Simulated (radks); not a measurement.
Problem. Coherent X-ray form factor from a spherical all-electron density. Calculated with a radial shooting solver on a logarithmic mesh with Libxc functionals: Dirac Kohn-Sham, BLYP, spin-unpolarised, spherical densities, point nucleus.

sin(theta)/lambda (1/angstrom)  f0 (electrons)
0.05                                    26.353
0.1                                     24.774
0.15                                    22.880
0.2                                     21.012
0.25                                    19.254
0.3                                     17.607
0.4                                     14.655
0.5                                     12.224
0.6                                     10.348
0.8                                      7.986
1                                        6.747
1.25                                     5.772
1.5                                      4.933
2                                        3.425

The species is in the configuration that NIST lists as its ground one. Which atom or ion scatters so?

Solution. Neutral cobalt, [Ar] 3d7 4s2. Extrapolating in s^2 from the first two rows gives f0(0) = 26.9, near the electron count 27; among species with that count, the fall with angle is slower the higher Z, and the table is that of Z = 27; from so few rows the species is fixed only to a neighbour or two.
